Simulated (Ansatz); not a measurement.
```yaml
crystal:
  periodic: [false, false, false]
  atoms:
    - {symbol: C, position_ang: [1.589033, -1.998855, -1.527023]}
    - {symbol: C, position_ang: [0.740903, -1.029231, -0.839697]}
    - {symbol: C, position_ang: [-0.641859, -1.266457, -0.619606]}
    - {symbol: C, position_ang: [-1.492588, -0.347443, -0.175620]}
    - {symbol: C, position_ang: [-2.935782, -0.363992, -0.227775]}
    - {symbol: O, position_ang: [-0.980624, 0.854159, 0.239111]}
    - {symbol: B, position_ang: [0.504067, 1.007866, 0.574262]}
    - {symbol: C, position_ang: [0.747808, 0.535427, 2.049819]}
    - {symbol: C, position_ang: [0.944786, 2.516537, 0.198982]}
    - {symbol: O, position_ang: [1.280439, 0.018043, -0.439654]}
    - {symbol: H, position_ang: [2.088435, -1.456559, -2.358141]}
    - {symbol: H, position_ang: [1.105104, -2.830619, -1.940252]}
    - {symbol: H, position_ang: [2.444650, -2.240765, -0.850006]}
    - {symbol: H, position_ang: [-1.030557, -2.207344, -0.981780]}
    - {symbol: H, position_ang: [-3.260330, -1.310327, -0.672715]}
    - {symbol: H, position_ang: [-3.363774, 0.453540, -0.831980]}
    - {symbol: H, position_ang: [-3.311676, -0.281989, 0.759866]}
    - {symbol: H, position_ang: [1.779655, 0.635315, 2.293332]}
    - {symbol: H, position_ang: [0.421055, -0.555370, 2.218750]}
    - {symbol: H, position_ang: [0.208337, 1.139895, 2.785380]}
    - {symbol: H, position_ang: [2.036145, 2.670219, 0.417040]}
    - {symbol: H, position_ang: [0.414967, 3.276957, 0.867441]}
    - {symbol: H, position_ang: [0.733983, 2.818566, -0.833086]}
basis:
  gaussian: {orbitals: ANO-RCC-VTZP}
magnetization: {spin_polarized: true, initial_magnetization: 1}
hamiltonian: {xc: {name: B3LYP}}
output: {forces: true}
```

```sh
$ ansatz run in.yaml --threads 4 --pin off --events-out ev --progress --plain --max-ram 46080MiB --backend cuda --devices 0, --max-vram 37GiB
```

Problem. How does Ansatz answer? (An estimate is asked.)

Solution. Computed: The program refused the input.
```
Error: a molecule whose nuclei and cores have a total charge of 76 cannot have a net charge of 0 together with 1 unpaired electrons
```

B3LYP here is the variant with VWN-RPA as its local correlation; programs differ in this.
